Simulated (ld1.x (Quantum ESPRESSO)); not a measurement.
Varying the PAW potential for lutetium (Lu)

Base potential:

| Quantity | Value |
| --- | --- |
| Element | Lu |
| Generator | ld1.x (Quantum ESPRESSO) 7.5 |
| Type | PAW |
| Functional | PBE |
| Relativity | scalar-relativistic |
| Frozen core | [Kr] 4d10 |
| Valence charge | 25 |
| Reference configuration | 4f14 5s2 5p6 5d1 6s2 6p0 |
| Partial waves | 5s (bound): rcut 1.65, rcutus 2.05 bohr; 6s (bound): rcut 1.65, rcutus 2.05 bohr; 5p (bound): rcut 2.30, rcutus 2.45 bohr; 6p (bound, empty): rcut 2.30, rcutus 2.45 bohr; 5d (bound): rcut 2.05, rcutus 2.65 bohr; 5d channel at 0.2 Ry: rcut 2.05, rcutus 2.65 bohr; 4f (bound): rcut 1.10, rcutus 1.35 bohr; 4f channel at 2.3 Ry: rcut 1.10, rcutus 1.35 bohr |
| Local potential | all-electron potential smoothed inside 1.35 bohr (lloc = -1) |
| Core correction | Bessel-smoothed model core inside 1.35 bohr |
| Augmentation charge | PSQ, inside the norm-conserving radii |

All-electron outer shells of the reference configuration (PBE, scalar-relativistic, ld1.x):

| shell | level (eV) | outermost node (bohr) | outermost maximum (bohr) |
| --- | --- | --- | --- |
| 4p | -358.18 | 0.25 | 0.47 |
| 4d | -191.92 | 0.23 | 0.48 |
| 5s | -61.06 | 0.57 | 1.04 |
| 5p | -31.66 | 0.61 | 1.19 |
| 4f | -9.62 | – | 0.47 |
| 6s | -4.66 | 1.41 | 3.08 |
| 5d | -1.75 | 0.68 | 1.84 |
| 6p | -1.34 | 1.73 | 4.26 |

Cutoffs, loose and tight: the cutoffs (Ry, on a coarse ladder) from which the occupation-weighted sum of valence levels, in a spherical-Bessel basis at the reference potential, stays within 10 and 1 mRy of its value at 400 Ry. They do not see the model core or the augmentation charge, which bear on the density cutoff. Test errors are all-electron minus pseudo excitation energies from the reference, over the configurations 4f14 5s2 5p6 5d1 6s1 6p0; 4f14 5s2 5p6 5d1 6s0 6p0; 4f14 5s2 5p6 5d0 6s0 6p0; 4f13 5s2 5p6 5d2 6s2 6p0; 4f14 5s2 5p6 5d1 6s1.5 6p0; 4f13 5s2 5p6 5d1 6s2 6p0; 4f14 5s2 5p5 5d1 6s2 6p0. A dash means not determined; rows that change the core or the reference have their own tests. The largest error is taken over the tests solved by every variant that gives reliable tests at all: 4f14 5s2 5p6 5d0 6s0 6p0; 4f14 5s2 5p6 5d1 6s0 6p0; 4f14 5s2 5p6 5d1 6s1 6p0.

A true bound ghost makes a file unfit for plane-wave use even where its test errors are small: the radial tests pick states by their node count and pass the ghost by.

Cutoffs are not given where the Bessel-basis levels miss the radial ones by over 6 mRy, ghosts where they miss by over 20 mRy; a channel whose overlap is not positive is not tested.

A file whose overlap is not positive is unfit for use, and its test errors describe a broken file.

```csv
change,outcome,"cutoff, loose","cutoff, tight",bound ghosts,largest test error (meV)
base,"generated, overlap not positive",–,–,not determined (overlap not positive),-7.2
local potential all-electron potential smoothed inside 1.15 bohr (lloc = -1),"generated, overlap not positive",–,–,not determined (overlap not positive),-7.0
"all radii but the core radius scaled by about 1.05 (s 2.14, p 2.56, d 2.78, f 1.42 bohr, rcut 1.72/2.40/2.14/1.16); local potential all-electron potential smoothed inside 1.42 bohr (lloc = -1)","generated, overlap not positive",–,–,not determined (overlap not positive),test run stopped at test 1 of 7 (negative rho)
"wave 5d channel at 0.2 Ry: rcut 2.05, rcutus 2.65 bohr becomes 5d channel at 0.42 Ry: rcut 2.05, rcutus 2.65 bohr","generated, overlap not positive",–,–,not determined (overlap not positive),-7.2
"waves 5s (bound): rcut 1.65, rcutus 2.90 bohr; 6s (bound): rcut 1.65, rcutus 2.90 bohr","generated, overlap not positive",–,–,not determined (overlap not positive),test run stopped at test 1 of 7 (negative norm?)
functional PBEsol,"generated, overlap not positive",–,–,not determined (overlap not positive),-7.2
type ultrasoft; local potential all-electron potential smoothed inside 1.10 bohr (lloc = -1),"generated, overlap not positive",–,–,not determined (overlap not positive),-89
"core [Kr] 4d10 4f14, valence charge 11; reference 5s2 5p6 5d1 6s2 6p0; waves now 5s (bound): rcut 1.65, rcutus 2.20 bohr; 6s (bound): rcut 1.65, rcutus 2.20 bohr; 5p (bound): rcut 2.20, rcutus 2.40 bohr; 6p (bound): rcut 2.20, rcutus 2.40 bohr; 5d (bound): rcut 1.95, rcutus 2.60 bohr; 5d channel at 0.2 Ry: rcut 1.95, rcutus 2.60 bohr; local potential all-electron potential smoothed inside 1.90 bohr (lloc = -1); core correction a·sin(br)/r model core, default radius (ld1.x builds one for every PAW set, though the input has nlcc=.false.)","generated, overlap not positive",–,–,not determined (overlap not positive),+6.3 over the solved tests; test run stopped at test 3 of 7 (negative rho)
"waves 4f (bound): rcut 1.10, rcutus 1.90 bohr; 4f channel at 2.3 Ry: rcut 1.10, rcutus 1.90 bohr","generated, overlap not positive",–,–,not determined (overlap not positive),+8.3
```

(1) What comes out with this change to the base: local potential all-electron potential smoothed inside 2.54 bohr (lloc = -1)?

(2) What comes out with this change to the base: waves 5d (bound): rcut 2.05, rcutus 3.48 bohr; 5d channel at 0.2 Ry: rcut 2.05, rcutus 3.48 bohr?

## Answers

(1) outcome: generated; cutoff, loose: 100 Ry; cutoff, tight: 160 Ry; bound ghosts: none; largest test error (meV): -15.

(2) outcome: generated, overlap not positive; bound ghosts: d (p not tested, overlap not positive); largest test error (meV): -7.3. A file whose overlap is not positive is unfit for use, and its test errors describe a broken file.
